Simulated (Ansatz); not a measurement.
C6H21Ge3N3⁺, that is cyclo-(Me2GeNH)3 with one electron fewer. The state is a doublet with charge 1. Geometry PBE-D4/def2-SVP, that of the neutral singlet; atoms count from 1.

```xyz
33

Ge   -0.388    0.422   -1.781
C     0.037    1.979   -2.900
C    -1.759   -0.712   -2.632
N     1.119   -0.611   -1.431
Ge    1.728   -0.742    0.331
C     2.936   -2.286    0.433
C     2.573    0.958    0.806
N     0.326   -1.015    1.539
Ge   -1.138    0.125    1.450
C    -2.783   -0.960    1.484
C    -1.119    1.448    2.900
N    -0.905    1.082   -0.126
H     0.820    2.590   -2.410
H     0.418    1.647   -3.886
H    -0.861    2.608   -3.066
H    -2.663   -0.116   -2.866
H    -2.048   -1.538   -1.953
H    -1.376   -1.151   -3.576
H     1.139   -1.502   -1.939
H     2.400   -3.225    0.188
H     3.354   -2.379    1.454
H     3.773   -2.165   -0.283
H     2.941    0.933    1.850
H     3.416    1.178    0.123
H     1.818    1.762    0.709
H     0.073   -2.002    1.656
H    -3.676   -0.306    1.440
H    -2.836   -1.560    2.415
H    -2.810   -1.649    0.616
H    -0.148    1.979    2.906
H    -1.933    2.190    2.772
H    -1.252    0.947    3.879
H    -1.175    2.070   -0.101
```

Question: Estimate the Mulliken populations of the heavy atoms from the PBE0/def2-SVP orbitals of Ansatz.

Answer: 
```
atom  charge (e)  spin (α − β)
 Ge1        0.68         -0.04
  C2       -0.30          0.07
  C3       -0.32          0.02
  N4       -0.48          0.53
 Ge5        0.66         -0.09
  C6       -0.29          0.00
  C7       -0.32          0.00
  N8       -0.49          0.49
 Ge9        0.68         -0.03
 C10       -0.32          0.01
 C11       -0.30          0.06
 N12       -0.64          0.03
```
Mulliken values and Mayer orders depend strongly on the basis.

Question: Where does the spin sit?

Answer: Summed by element: Ge -0.16, C 0.15, N 1.05, H -0.04, of 1 unpaired in all. Largest on single atoms: N4 0.53, N8 0.49, Ge5 -0.09.

Question: And the Mayer bond orders between bonded heavy atoms (over 0.3)?

Answer: Ge1–C2 1.00 (1.96 Å); Ge1–C3 1.00 (1.97 Å); Ge1–N4 0.86 (1.86 Å); Ge1–N12 0.98 (1.86 Å); N4–Ge5 0.85 (1.87 Å); Ge5–C6 1.03 (1.96 Å); Ge5–C7 1.06 (1.96 Å); Ge5–N8 0.87 (1.87 Å); N8–Ge9 0.86 (1.86 Å); Ge9–C10 1.00 (1.97 Å); Ge9–C11 1.00 (1.96 Å); Ge9–N12 0.96 (1.86 Å).
